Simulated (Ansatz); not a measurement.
Ideal-gas functions of AlClH5PSi, SMILES `P[SiH2][AlH][Cl]` at 400 K and 1 bar, from an Ansatz frequency run at PBE0-D4/def2-TZVP.

Molar mass 126.54 g/mol, point group C1 (symmetry number 1), electronic degeneracy 1, moments of inertia 119.116, 477.579, 540.213 u Å². Harmonic wavenumbers (cm⁻¹, unscaled): 19, 63, 109, 143, 347, 380, 420, 449, 527, 565, 592, 649, 774, 802, 913, 1089, 1940, 2202, 2214, 2394, 2406.

Use S(trans) = R[1.5 ln M + 2.5 ln T − 1.1517]; rotational temperatures θ = 24.2544 K / I; S(rot) = R[ln(√π/σ · √(T³/θAθBθC)) + 1.5]; for each mode x = 1.438777 ν̃/T, S = R[x/(eˣ − 1) − ln(1 − e⁻ˣ)] and H = RT x/(eˣ − 1); 1 cm⁻¹ = 0.0119627 kJ/mol; R = 8.31446 J/(mol·K).

Problem. By hand: the entropy, in J/(mol·K).

Solution. Translation 175.3. Rotation: θ = 0.2036, 0.0508, 0.0449 K, giving 123.9. Vibration, mode by mode: 30.63, 20.68, 16.15, 13.93, 6.99, 6.33, 5.63, 5.18, 4.14, 3.72, 3.44, 2.93, 2.05, 1.90, 1.38, 0.83, 0.06, 0.03, 0.03, 0.01, 0.01, in all 126.1. Electronic 0.0. Sum 425.3 J/(mol·K).

Problem. By hand: H − E and G − E in kJ/mol, counted from the electronic energy.

Solution. Zero-point energy ½ × 18997 × 0.0119627 = 113.6; thermal vibration 23.3; translation, rotation and pV give 4 RT = 13.3. H − E = 150.2 kJ/mol, and G − E = 150.2 − 400 × 425.3/1000 = -19.9 kJ/mol.

Vibration gives 30 % of the entropy, 81.4 J/(mol·K) of it from the modes under 150 cm⁻¹: soft modes count most, and the harmonic formula is weakest for them. The sum counts one conformer and one mirror image; others add a mixing term.
